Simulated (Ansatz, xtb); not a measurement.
## CH5FGeSn: where a starting geometry ends

The starting geometry of this gas-phase singlet was built from a drawn formula by distance geometry and a force field; its bonds are those of `[CH][SnH2][GeH2][F]`.

```yaml
atoms:
  - { symbol: C, position_ang: [-0.7999, -1.1118, -3.1969] }
  - { symbol: F, position_ang: [1.1824, 0.8367, 1.3784] }
  - { symbol: Ge, position_ang: [0.0670, -0.0490, 0.4580] }
  - { symbol: Sn, position_ang: [0.6224, 0.0355, -2.0748] }
  - { symbol: H, position_ang: [-0.7749, -2.1479, -2.8455] }
  - { symbol: H, position_ang: [2.2339, -0.5502, -2.3110] }
  - { symbol: H, position_ang: [0.5295, 1.7554, -2.5803] }
  - { symbol: H, position_ang: [-1.4110, 0.4687, 0.6652] }
  - { symbol: H, position_ang: [0.1083, -1.5857, 0.8839] }
```

**Question.** Predict what becomes of its bonds when it is optimised with r2SCAN-D4/def2-SVP.

**Answer.** It rearranges to `[F][GeH2][CH]=[SnH2]`. Contacts that open: Ge3–Sn4 (2.59 → 3.38 Å). Contacts that close: C1–Ge3 (3.90 → 1.90 Å).

The energy falls by 3.22 eV over 30 steps:

```json
{"step": "1", "E − E(last) (eV)": "3.223"}
{"step": "4", "E − E(last) (eV)": "2.969"}
{"step": "7", "E − E(last) (eV)": "2.926"}
{"step": "11", "E − E(last) (eV)": "2.477"}
{"step": "14", "E − E(last) (eV)": "0.878"}
{"step": "17", "E − E(last) (eV)": "0.405"}
{"step": "20", "E − E(last) (eV)": "0.137"}
{"step": "24", "E − E(last) (eV)": "0.014"}
{"step": "27", "E − E(last) (eV)": "0.001"}
{"step": "30", "E − E(last) (eV)": "0.000"}
```

Final geometry (Å):

```xyz
9

C    -0.0522   -0.9246   -1.5609
F     0.2232    0.9334    0.6050
Ge   -0.6722   -0.5229    0.1884
Sn    1.2948    0.2154   -2.4574
H    -0.4183   -1.7958   -2.1181
H     1.8438   -0.1636   -4.0305
H     2.0068    1.6078   -1.8027
H    -2.1606   -0.1384    0.2859
H    -0.3076   -1.5598    1.2675
```

From the same start GFN2-xTB reaches the same bonding as this run.

The end wasn't checked by frequencies. Atoms past krypton carry core potentials, without spin–orbit terms. Run with Ansatz 0.2.0, 94 s on 2 threads of Arm Neoverse V1, with other jobs on the host.
